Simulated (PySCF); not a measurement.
Species: C4H3FN2S.
Numbering: `[F:1][c:2]1[n:3][n:4][cH:5][cH:6][c:7]1[SH:8]`

NICS is the negative of the GIAO shielding at a point without a nucleus: at the ring centre (0) and 1 Å above and below it (1); zz is the component along the ring normal. Level: GIAO PBE0/pcSseg-1 (PySCF, non-relativistic, gas phase) on the GFN2-xTB geometry, one conformer.

Ring bond lengths (Å), with Mayer bond orders in brackets: C2–N3 1.303 (1.54), N3–N4 1.299 (1.28), N4–C5 1.318 (1.52), C5–C6 1.392 (1.35), C6–C7 1.389 (1.38), C7–C2 1.407 (1.21).

**Question.** What do the NICS probes read (ppm)?

**Answer.** 
| ring | type | NICS(0) | NICS(1), two faces | NICS(1)zz, two faces | rms pucker (Å) | centre to ring atoms, mean (Å) |
| --- | --- | --- | --- | --- | --- | --- |
| C2–N3–N4–C5–C6–C7 | 6-membered ring with 2 N; formal bonds all aromatic | -6.6 | -10.7 / -10.7 | -24.8 / -24.7 | 0.00 | 1.35 |

**Question.** What can be read from them?

**Answer.** 
- C2–N3–N4–C5–C6–C7: mean NICS(1)zz -24.7 ppm, shielded, aromatic by this magnetic criterion (flat ring, no four-coordinate atom).

**Question.** What does the geometric index give? HOMA takes Krygowski's 1993 parameters.

**Answer.** 
- C2–N3–N4–C5–C6–C7: HOMA 0.96; the largest term is that of C7–C2, α(R − Ropt)² = 0.10. The geometric and the magnetic index point the same way.

**Question.** What is the mean of the two in-plane components of NICS at the second NICS(1) probe listed for ring C2–N3–N4–C5–C6–C7, 1 Å off the ring?

**Answer.** The isotropic value is a third of the trace: (3 × -10.7 − (-24.7))/2 = -3.7 ppm.

**Question.** List the ring angles and the Hirshfeld charges of the ring atoms.

**Answer.** 
- C2–N3–N4–C5–C6–C7: C2 124.3° (+0.130 e), N3 120.7° (-0.117 e), N4 119.7° (-0.106 e), C5 123.2° (+0.013 e), C6 117.7° (-0.043 e), C7 114.4° (-0.020 e); sum 720.0° against 720° for a flat convex ring.

**Question.** What are the shieldings of the ring atoms and their hydrogens in the same run (means over atoms taken as equivalent)?

**Answer.** 
| atoms | environment | σ isotropic (ppm) |
| --- | --- | --- |
| C2 | aromatic C–F carbon | 16.8 |
| N3 | pyridine-type nitrogen | -139.6 |
| N4 | pyridine-type nitrogen | -175.7 |
| C5 | aromatic CH next to a ring nitrogen | 33.6 |
| C6 | aromatic CH carbon | 55.9 |
| C7 | substituted aromatic carbon | 52.3 |
| H on C5 | aromatic hydrogen | 22.58 |
| H on C6 | aromatic hydrogen | 24.32 |

The values belong to the conformer `[F:1][c:2]1[n:3][n:4][cH:5][cH:6][c:7]1[SH:8]`: H–S8–C7–C6 180°.
